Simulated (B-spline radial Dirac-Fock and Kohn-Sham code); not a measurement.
Dipole and non-dipole photoemission parameters of Ba 6s

System: atomic barium in the configuration [Xe] 6s2; threshold 4.45 eV (orbital energy of the model). The computed values come from a radial B-spline solver: Dirac-Hartree-Slater photoionisation with a Latter tail; cross sections with all multipoles, angular parameters from the dipole term and its interference with E2.

For linearly polarised light dσ/dΩ = σ/(4π) [1 + β P₂(cos θ) + (δ + γ cos²θ) sin θ cos φ], with θ from the polarisation vector and φ the angle between the beam and the projection of the electron momentum on the plane normal to the polarisation.

| hν (eV) | σ (kb) | β | γ |
| --- | --- | --- | --- |
| 52.1 | 31.7 | 1.886 | 0.043 |
| 60.6 | 27.4 | 1.902 | 0.075 |
| 92.2 | 17.3 | 1.931 | 0.153 |
| 100 | 15.7 | 1.935 | 0.167 |
| 126 | 11.8 | 1.945 | 0.206 |
| 127 | 11.7 | 1.945 | 0.207 |
| 134 | 10.9 | 1.947 | 0.216 |
| 165 | 8.23 | 1.954 | 0.246 |
| 166 | 8.17 | 1.954 | 0.247 |
| 233 | 5.05 | 1.962 | 0.284 |
| 400 | 2.24 | 1.971 | 0.307 |
| 465 | 1.77 | 1.973 | 0.303 |
| 600 | 1.19 | 1.976 | 0.284 |
| 727 | 0.872 | 1.978 | 0.259 |
| 800 | 0.747 | 1.978 | 0.243 |
| 1020 | ? | ? | ? |
| 1050 | 0.475 | 1.981 | 0.186 |
| 1170 | 0.395 | 1.981 | 0.158 |
| 1280 | 0.338 | 1.982 | 0.134 |
| 1486.9 | 0.260 | 1.983 | 0.091 |
| 1610 | 0.226 | 1.983 | 0.068 |
| 1890 | 0.169 | 1.984 | 0.021 |
| 2000 | 0.153 | 1.984 | 0.005 |
| 2550 | 0.0977 | 1.985 | -0.056 |
| 2984.4 | 0.0729 | 1.986 | -0.087 |
| 9130 | 0.00808 | 1.987 | 0.211 |
| 10500 | 0.00603 | 1.987 | 0.343 |
| 10900 | 0.00557 | 1.987 | 0.382 |
| 12000 | 0.00453 | 1.987 | 0.492 |
| 13300 | 0.00363 | 1.987 | 0.623 |

Problem. Give the values at 1020 eV.

Solution. σ = 0.499 kb, β = 1.980, γ = 0.192. For an s subshell δ is negligible.
